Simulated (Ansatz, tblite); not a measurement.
Isomers of Al$_{4}$H$_{7}$⁻ (singlet), found by a short tight-binding search and relaxed with PBE0-D4/def2-SVPD in Ansatz.

The xTB rows come from tblite.

Other spin states weren't relaxed.

A:

```tsv
atom	x (Å)	y (Å)	z (Å)
Al1	-0.202	-1.092	0.849
Al2	2.254	1.158	-3.235
Al3	1.728	-0.416	-1.363
Al4	-2.058	0.429	1.855
H5	2.249	1.302	-1.416
H6	-2.386	0.638	3.432
H7	0.734	0.334	-2.646
H8	0.550	0.092	-0.143
H9	-3.068	1.357	0.996
H10	0.939	-1.601	1.870
H11	-0.740	-2.202	-0.198
```

B:

Cartesian coordinates in Å:
```
Al -0.155 -0.438 0.201
Al 0.864 4.125 -1.632
Al 0.471 1.873 -0.422
Al -0.450 -2.774 1.393
H -1.130 0.873 -0.288
H 0.750 -3.674 0.778
H 1.550 2.469 -1.720
H -1.931 -3.241 0.923
H 0.906 0.192 -1.007
H -0.323 -2.487 2.982
H -0.552 3.082 -1.208
```

Task: Estimate their order by electronic energy at r2SCAN0-D4/def2-TZVPD, counted from the lowest.

Result: B (0.0) < A (11.7), in kJ/mol.

Task: Do the other levels pick the same lowest one?

Result: Not GFN1-xTB, GFN2-xTB, HF/def2-TZVPD. Energies above each level's lowest (kJ/mol):

```csv
level,A,B
GFN1-xTB,0.0,51.2
GFN2-xTB,0.0,13.8
HF/def2-TZVPD,0.0,31.1
PBE-D4/def2-TZVPD,19.5,0.0
r2SCAN-D4/def2-TZVPD,17.6,0.0
PBE0-D4/def2-TZVPD,11.9,0.0
r2SCAN0-D4/def2-TZVPD,11.7,0.0
```
Point groups (tolerance 0.1 Å): A not assigned, B not assigned. Lower isomers may exist.
